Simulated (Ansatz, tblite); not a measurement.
Spin states of Si2O2⁺ (the lowest doublet isomer of a short search), each relaxed with PBE0-D4/def2-TZVP in Ansatz. Electronic energies in the gas phase.

The xTB rows come from tblite. B3LYP takes the VWN-RPA correlation. Correlated methods freeze 12 core orbitals. The structure comes from a short search, and lower isomers may exist.

Doublet geometry (D2h within 0.1 Å):

```xyz
4

Si    0.207   -0.964   -0.673
Si   -0.206    0.964    0.673
O    -0.195    0.636   -0.971
O     0.195   -0.636    0.971
```

Quartet geometry (D2h within 0.1 Å):

Cartesian coordinates in Å:
```
Si -0.928 -0.703 0.168
Si 0.928 0.702 -0.169
O 0.384 -0.245 1.092
O -0.384 0.246 -1.092
```

⟨S²⟩: doublet 0.76 at PBE0-D4/def2-TZVP (pure 0.75), quartet 3.76 at PBE0-D4/def2-TZVP (pure 3.75).

Run but left out: HF/6-31G, HF/def2-TZVP, MP2/def2-TZVP (quartet: a determinant that CCSD turns far, T1 0.060); HF/def2-TZVPP, MP2/def2-TZVPP, CCSD/def2-TZVPP, CCSD(T)/def2-TZVPP (flagged by the program: other roots).

Only these spin states were relaxed.

```csv
level,quartet − doublet (kcal/mol),lowest of these
GFN1-xTB,127.7,doublet
r2SCAN-D4/def2-TZVP,72.4,doublet
B3LYP-D4/6-31G,86.6,doublet
CAM-B3LYP-D4/def2-TZVP,87.2,doublet
```

(1) Estimate the rows for B3LYP-D4/def2-TZVP, ωB97M-V/def2-TZVP, B2PLYP/def2-TZVP, RPA@PBE/def2-TZVP.

Answers

(1) 
```csv
level,quartet − doublet (kcal/mol),lowest of these
B3LYP-D4/def2-TZVP,87.2,doublet
ωB97M-V/def2-TZVP,93.4,doublet
B2PLYP/def2-TZVP,86.0,doublet
RPA@PBE/def2-TZVP,84.5,doublet
```

The xTB methods have no term that favours high spin, so they put low spin too low.
